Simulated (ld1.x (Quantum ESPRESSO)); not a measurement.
What the settings do to the RRKJ potential of La (Z = 57)

Base potential:

- Element: La (Z = 57)
- Generator: ld1.x (Quantum ESPRESSO) 7.5
- Type: norm-conserving RRKJ (Kleinman–Bylander form)
- Functional: LDA (PZ)
- Relativity: fully relativistic
- Frozen core: [Kr] 4d10
- Valence charge: 11
- Reference configuration: 4f0 5s2 5p6 5d2 6s1 6p0
- Partial waves: 5s (bound): rc 2.55 bohr; 5p (bound): rc 2.05 bohr; 4f (bound, empty): rc 1.40 bohr; 5d (bound): rc 2.95 bohr
- Local potential: the d channel
- Core correction: none

Open shells are filled in proportion to 2j + 1 (rel_dist='average').

Occupied shells without a wave of their own: 6s. They enter only through the test configuration that unscreens the potential.

Cutoffs, loose and tight: the cutoffs (Ry, on a coarse ladder) from which the occupation-weighted sum of valence levels, in a spherical-Bessel basis at the reference potential, stays within 10 and 1 mRy of its value at 400 Ry. They do not see the model core or the augmentation charge, which bear on the density cutoff. Test errors are all-electron minus pseudo excitation energies from the reference, over the configurations 4f0 5s2 5p6 5d1 6s2 6p0; 4f0 5s2 5p6 5d1 6s1 6p0; 4f0 5s2 5p6 5d1 6s0 6p0; 4f1 5s2 5p6 5d0 6s1 6p0; 4f1 5s2 5p6 5d1 6s0 6p0; 4f0 5s2 5p6 5d1 6s0 6p2; 4f0 5s2 5p6 5d0 6s2 6p1. A dash means not determined; rows that change the core or the reference have their own tests. The largest error is taken over the tests solved by every variant that gives reliable tests at all: 4f0 5s2 5p6 5d0 6s2 6p1; 4f0 5s2 5p6 5d1 6s0 6p0; 4f0 5s2 5p6 5d1 6s0 6p2; 4f0 5s2 5p6 5d1 6s1 6p0; 4f0 5s2 5p6 5d1 6s2 6p0.

Cutoffs are not given where the Bessel-basis levels miss the radial ones by over 6 mRy, ghosts where they miss by over 20 mRy; a channel whose overlap is not positive is not tested.

```csv
change,outcome,"cutoff, loose","cutoff, tight",bound ghosts,largest test error (meV)
base,"generated, misses its reference levels by 0.44 eV",–,–,none,+1063
reference 4f0 5s2 5p6 5d1 6s1 6p0,"generated, misses its reference levels by 0.70 eV",–,–,none,+1284 over the solved tests; 4 of 7 tests not solved or not reliable
"core [Kr], valence charge 21; reference 4d10 4f0 5s2 5p6 5d1.5 6s1.5 6p0; waves now 5p (bound): rc 3.00 bohr; 4d (bound): rc 1.20 bohr; 4f (bound): rc 0.90 bohr; 5s (bound): rc 2.30 bohr; local potential the s channel","generated, misses its reference levels by 0.78 eV",–,–,not determined,+972 over the solved tests; 2 of 7 tests not solved or not reliable
"all radii scaled by about 1.08 (s 2.76, p 2.22, d 3.20, f 1.52 bohr)","generated, misses its reference levels by 0.43 eV",–,–,none,+897
scalar-relativistic,"generated, misses its reference levels by 0.44 eV",35 Ry,50 Ry,none,+906
wave 5p (bound): rc 2.05 bohr becomes 5p (bound): rc 2.18 bohr,"generated, misses its reference levels by 0.44 eV",–,–,none,+982
```

Problem. What comes out with this change to the base: wave 5s (bound): rc 2.55 bohr becomes 5s (bound): rc 3.30 bohr?

Solution. outcome: generated; bound ghosts: none; largest test error (meV): +476.
